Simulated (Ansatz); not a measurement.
Ideal-gas functions of H4INO2Si (`N[Si](O)(O)I`) at 298.15 K and 1 bar, from an Ansatz frequency run at PBE0-D4/def2-TZVP.

Molar mass 205.03 g/mol, point group C1 (symmetry number 1), electronic degeneracy 1, moments of inertia 129.612, 448.117, 454.325 u Å². Harmonic wavenumbers (cm⁻¹, unscaled): 155, 171, 224, 230, 260, 292, 327, 393, 411, 462, 791, 811, 849, 876, 957, 996, 1579, 3609, 3705, 3887, 3923.

Use S(trans) = R[1.5 ln M + 2.5 ln T − 1.1517]; rotational temperatures θ = 24.2544 K / I; S(rot) = R[ln(√π/σ · √(T³/θAθBθC)) + 1.5]; for each mode x = 1.438777 ν̃/T, S = R[x/(eˣ − 1) − ln(1 − e⁻ˣ)] and H = RT x/(eˣ − 1); 1 cm⁻¹ = 0.0119627 kJ/mol; R = 8.31446 J/(mol·K).

By hand: the entropy, in J/(mol·K).

Translation 175.2. Rotation: θ = 0.1871, 0.0541, 0.0534 K, giving 119.6. Vibration, mode by mode: 10.92, 10.14, 8.06, 7.86, 6.95, 6.12, 5.33, 4.14, 3.86, 3.18, 0.90, 0.83, 0.72, 0.64, 0.47, 0.40, 0.04, 0.00, 0.00, 0.00, 0.00, in all 70.6. Electronic 0.0. Sum 365.4 J/(mol·K).

By hand: H − E and G − E in kJ/mol, counted from the electronic energy.

Zero-point energy ½ × 24908 × 0.0119627 = 149.0; thermal vibration 12.6; translation, rotation and pV give 4 RT = 9.9. H − E = 171.5 kJ/mol, and G − E = 171.5 − 298.15 × 365.4/1000 = 62.6 kJ/mol.

Vibration gives 19 % of the entropy. The sum counts one conformer and one mirror image; others add a mixing term.
